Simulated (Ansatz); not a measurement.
Basis-set series for `FC(Cl)C(F)(F)Br`. Total charge 0; spin multiplicity 1. The geometry is a stationary point of PBE0-D4/def2-TZVP. It is one conformer, not always the lowest.

| functional | basis | functions | energy (Eh) | HOMO (eV) | LUMO (eV) |
| --- | --- | --- | --- | --- | --- |
| PBE0-D4 | def2-SVP | 125 | -3409.12691 | -8.83 | -0.63 |
| PBE0-D4 | def2-QZVPP | 474 | -3410.13718 | -8.98 | -1.00 |
| ωB97M-V | def2-SVP | 125 | -3409.67805 | -11.07 | 1.67 |
| ωB97M-V | def2-QZVPP | 474 | -3410.69040 | -11.25 | 1.08 |

Q: Give the rows for def2-TZVPP. (Estimate.)

A: The calculation gave: 
```json
{"functional": "PBE0-D4", "basis": "def2-TZVPP", "functions": "259", "energy (Eh)": "-3410.05232", "HOMO (eV)": "-8.95", "LUMO (eV)": "-0.90"}
{"functional": "ωB97M-V", "basis": "def2-TZVPP", "functions": "259", "energy (Eh)": "-3410.60914", "HOMO (eV)": "-11.22", "LUMO (eV)": "1.28"}
```

Positive LUMOs are unbound and depend on the basis. Scalar relativity is left out up to krypton.

Computed with Ansatz.
